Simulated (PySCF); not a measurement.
Si(F)2(OH)(SeH) (F2H2OSeSi), SMILES [Si](F)([SeH])(F)O. The structure is a stationary point at B3LYP-D3(BJ)/def2-SVP. This is a generated structure with no PubChem entry under its InChIKey; it may be hypothetical. Other conformers were not sampled.

These are PySCF with B3LYP-D3(BJ)/def2-SVP values and carry that method's errors.

Harmonic wavenumbers (cm⁻¹): 146, 167, 172, 256, 276, 310, 333, 473, 674, 783, 834, 979, 994, 2408, 3881. Rotational constants (GHz): 3.886, 1.434, 1.412; symmetry number 1.

Q: Work out the zero-point energy and the ideal-gas rigid-rotor harmonic-oscillator thermochemistry at 298.15 K and 1 atm.

A: ZPE = ½ Σ hcν = ½ × 12685 cm⁻¹ = 75.87 kJ/mol. H − E(el) = 96.78 kJ/mol. Entropy in J/(mol K): translation 172.28, rotation 117.59, vibration 63.32, total 353.19. G − E(el) = -8.52 kJ/mol. Cp = 102.94 J/(mol K). Modes under 150 cm⁻¹ make the vibrational entropy uncertain.
